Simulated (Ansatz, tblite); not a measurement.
Spin states of the cluster Nb3O5 (the lowest doublet isomer of a short search), each relaxed with PBE0-D4/def2-SVP in Ansatz. Electronic energies in the gas phase.

In the def2 sets Nb takes a core potential; there is no spin–orbit coupling. The xTB rows come from tblite. The structure comes from a short search, and lower isomers may exist.

Doublet geometry:

```xyz
8

Nb   -0.484    0.796   -1.277
Nb    0.699   -1.521   -0.174
Nb   -1.230   -0.397    1.426
O     2.209   -1.177    0.499
O    -0.201    0.255    2.588
O    -1.845    0.834    0.081
O     0.207   -0.851   -1.950
O     0.645    2.061   -1.194
```

Quartet geometry:

Cartesian coordinates in Å:
```
Nb -0.187 1.333 -0.826
Nb -0.216 0.110 1.807
Nb 1.525 -1.133 -0.327
O -1.594 -0.779 2.211
O 1.098 -2.678 -0.859
O 1.358 0.416 -1.482
O -0.325 1.885 0.991
O -1.659 0.847 -1.515
```

⟨S²⟩: doublet 0.78 at PBE0-D4/def2-TZVP (pure 0.75), quartet 3.77 at PBE0-D4/def2-TZVP (pure 3.75).

Run but left out: HF/STO-3G, HF/def2-TZVP, BHLYP-D4/def2-TZVP, MP2/def2-TZVP (doublet: ⟨S²⟩ 1.06 to 2.00, where a pure state has 0.75).

Only these spin states were relaxed. Higher spins weren't run and may lie lower.

```
                level  quartet − doublet (kJ/mol)  lowest of these
             GFN1-xTB                        69.0          doublet
             GFN2-xTB                        40.8          doublet
LDA (SPW92)/def2-TZVP                       104.3          doublet
     PBE-D4/def2-TZVP                        81.4          doublet
  r2SCAN-D4/def2-TZVP                        63.7          doublet
    PBE0-D4/def2-TZVP                        59.2          doublet
```

Change of the quartet − doublet gap on mixing in exact exchange, in kJ/mol: PBE to PBE0 (25 % exact exchange) -22.2.

The xTB methods have no spin-polarisation term.
